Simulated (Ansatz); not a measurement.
WO2Cl, SMILES [Cl][W](=[O])=[O] (connectivity only; charge and spin as stated), neutral, multiplicity 2.

Coordinates come from a B3LYP-D3(BJ)/def2-SVP optimisation. The spin state was assumed, not searched. The isomer is the one that the SMILES or the coordinates give; other isomers of the formula were not compared. The def2 effective core potentials stand for the cores of W; spin–orbit coupling is left out.

Two levels are set side by side: PBE/def2-SVPD (Ansatz, a first-principles code) and PBE0/def2-SVPD (Ansatz). Energy differences of separate SCF runs at the same geometry; the states with an electron removed or added have multiplicity 1 and 1. Differences are taken from unrounded values.

| quantity | PBE0 |
|---|---|
| vertical ionisation energy (eV) | 10.26 |
| vertical electron affinity (eV) | 2.38 |

Question: What does PBE give, and how far is it from PBE0? (Estimate from the structure and the level; the computed values follow.)

Answer: 
```
quantity                          PBE  PBE minus PBE0
-------------------------------  ----  --------------
vertical ionisation energy (eV)  9.90           -0.36
vertical electron affinity (eV)  2.30           -0.08
```
